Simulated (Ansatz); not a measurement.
Start from `[SiH3][O][Al]([Cl])[GaH2]` and change one atom or group to get `[CH3][Al]([Cl])[GaH2]`.

Ansatz, PBE0-D4/def2-TZVP geometries, multiplicity 1. Each molecule was computed in one conformer, which needn't be the lowest.

Scalar relativity is left out up to krypton.

```tsv
property	`[SiH3][O][Al]([Cl])[GaH2]`
size of the dipole moment (B3LYP/def2-TZVPP) / D	1.17
HOMO–LUMO gap (ωB97M-V/def2-TZVPP) / eV	8.91
HOMO energy (PBE0/def2-TZVPP) / eV	-7.61
HOMO–LUMO gap (PBE0/def2-TZVPP) / eV	5.20
HOMO energy (ωB97M-V/def2-TZVPP) / eV	-9.59
HOMO energy (PBE/def2-TZVPP) / eV	-6.56
```

**Question.** Give the same properties after the change, and the shifts. (Estimate.)

**Answer.** Computed: 
```json
{"property": "size of the dipole moment (B3LYP/def2-TZVPP) / D", "`[CH3][Al]([Cl])[GaH2]`": "1.88", "shift": "0.71"}
{"property": "HOMO–LUMO gap (ωB97M-V/def2-TZVPP) / eV", "`[CH3][Al]([Cl])[GaH2]`": "8.50", "shift": "-0.41"}
{"property": "HOMO energy (PBE0/def2-TZVPP) / eV", "`[CH3][Al]([Cl])[GaH2]`": "-7.01", "shift": "0.60"}
{"property": "HOMO–LUMO gap (PBE0/def2-TZVPP) / eV", "`[CH3][Al]([Cl])[GaH2]`": "4.81", "shift": "-0.39"}
{"property": "HOMO energy (ωB97M-V/def2-TZVPP) / eV", "`[CH3][Al]([Cl])[GaH2]`": "-8.98", "shift": "0.61"}
{"property": "HOMO energy (PBE/def2-TZVPP) / eV", "`[CH3][Al]([Cl])[GaH2]`": "-5.97", "shift": "0.59"}
```

With PBE0 the HOMO rises by 0.60 eV and the LUMO rises by 0.21 eV, so the gap narrows by about 0.39 eV. PBE moves the HOMO by 0.59 eV and ωB97M-V by 0.61 eV. The zero-point energy changes by 14.0 kJ/mol with -3 modes. Dipoles are sizes alone; their direction can turn.

B3LYP here is the variant with VWN-RPA as its local correlation; programs differ in this.
